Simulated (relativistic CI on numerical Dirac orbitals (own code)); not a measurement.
Computed by Dirac-Coulomb-Breit CI, separate exchange-only KLI orbitals for each configuration, QED by a radiative potential, unscaled Slater integrals (own radial code, finite nucleus).

Configuration list (outside the closed core 1s2): 2s, 2p, 3s, 3p, 3d, 4s, 4p, 4d, 4f, 5s, 5p, 5d, 5f, 5g, 6s, 6p, 6d. Levels of other configurations are missing.

At this charge energies of transitions that change n are usually good to better than 1 %, and those within a shell (Δn = 0) to a few per cent.

Outline of the computed level scheme of Cl XV. Lowest level of each configuration: 2s ²S1/2 at 0.000 eV; 2p ²P°1/2 at 29.974 eV; 3s ²S1/2 at 456.395 eV; 3p ²P°1/2 at 464.682 eV; 3d ²D3/2 at 468.426 eV; 4s ²S1/2 at 612.481 eV; 4p ²P°1/2 at 615.889 eV; 4d ²D3/2 at 617.447 eV; 4f ²F°5/2 at 617.602 eV.

Some strong electric-dipole decays among the lowest 15 levels: 3d ²D5/2 → 2p ²P°3/2 (3.4e+12 s⁻¹); 3d ²D3/2 → 2p ²P°1/2 (2.8e+12 s⁻¹); 3p ²P°1/2 → 2s ²S1/2 (1.1e+12 s⁻¹); 4d ²D5/2 → 2p ²P°3/2 (1.1e+12 s⁻¹); 3p ²P°3/2 → 2s ²S1/2 (1.1e+12 s⁻¹); 4d ²D3/2 → 2p ²P°1/2 (9.2e+11 s⁻¹); 4f ²F°7/2 → 3d ²D5/2 (7.0e+11 s⁻¹); 4f ²F°5/2 → 3d ²D3/2 (6.5e+11 s⁻¹).
